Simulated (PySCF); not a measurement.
# Computed data sheet: `C#C/C=C/CCC=C`

Species: C8H10.
Atom-mapped SMILES: `[CH:1]#[C:2]/[CH:3]=[CH:4]/[CH2:5][CH2:6][CH:7]=[CH2:8]` (hydrogens: H9 on C1; H10 on C3; H11 on C4; H12, H13 on C5; H14, H15 on C6; H16 on C7; H17, H18 on C8)

Structure used (GFN2-xTB), in Å, numbered top down from 1:
```
atom  x, y, z in Å
C1     3.9801   -1.3702    0.1563
C2     2.9670   -0.8299   -0.1967
C3     1.7748   -0.2081   -0.6199
C4     1.0732    0.6253    0.1454
C5    -0.1936    1.2893   -0.2771
C6    -1.3593    0.9410    0.6649
C7    -1.6913   -0.5151    0.5952
C8    -2.8613   -0.9973    0.2225
H9     4.8653   -1.8404    0.4654
H10    1.4507   -0.4490   -1.6256
H11    1.4153    0.8493    1.1482
H12   -0.0496    2.3744   -0.2600
H13   -0.4531    0.9946   -1.2963
H14   -2.2345    1.5351    0.3947
H15   -1.0735    1.1974    1.6892
H16   -0.8823   -1.1840    0.8598
H17   -3.0565   -2.0552    0.1783
H18   -3.6803   -0.3509   -0.0501
```

Some functional groups and rings: alkyne and C=C double bond.

From GFN2-xTB geometry:

```yaml
Point_group_of_the_GFN2-xTB_geometry: C1
Rotational_constants_A_B_C_of_the_GFN2-xTB_geometry: 4.465, 0.872, 0.776 GHz
```

B3LYP/def2-SVPD ground state and vertical TDDFT (core frozen in the response) (PySCF):

```yaml
Dipole_moment: 1.01 D
HOMO_energy: -6.65 eV
LUMO_energy: -1.00 eV
HOMO–LUMO_gap: 5.65 eV
Lowest_singlet_excitation: 5.36 eV (231 nm, f = 0.014)
Strongest_line_among_the_8_lowest_singlet_transitions: S2 at 5.40 eV (230 nm, f = 0.369)
Lowest_triplet_excitation_Tamm–Dancoff: 3.46 eV
Static_isotropic_polarisability: 100.9 au
Electronic_spatial_extent_⟨r²⟩_about_the_centre_of_nuclear_charge: 1472 bohr²
```

Monoisotopic mass (most abundant isotopes): 106.0783 u.

The largest Löwdin shares of the LUMO are 0.29 on C4, 0.21 on C3, 0.15 on C1 and 0.13 on C2. The 8 singlets span 5.36 to 6.90 eV, and their oscillator strengths add up to 0.43. In atomic units the dipole is 0.40 e·bohr (1 au = 2.5417 D). The largest Löwdin shares of the HOMO are 0.24 on C1, 0.21 on C4, 0.19 on C2 and 0.18 on C3. The principal polarisabilities are 73.3, 86.5 and 143.0 au; their mean is the isotropic value. No computed singlet falls in the visible range (750 to 380 nm, 1.65 to 3.26 eV); S1 lies 2.10 eV above its blue end.

The structure is a single GFN2-xTB conformer in the gas phase; no vibrational or solvent corrections.

For the TDDFT job (B3LYP/def2-SVPD), hardware: one thread of an Arm Neoverse V1, no GPU, shared host with 64 logical CPUs at a one-minute load of 47. Cost: 52 s of wall time, 0.97 GiB resident at most.
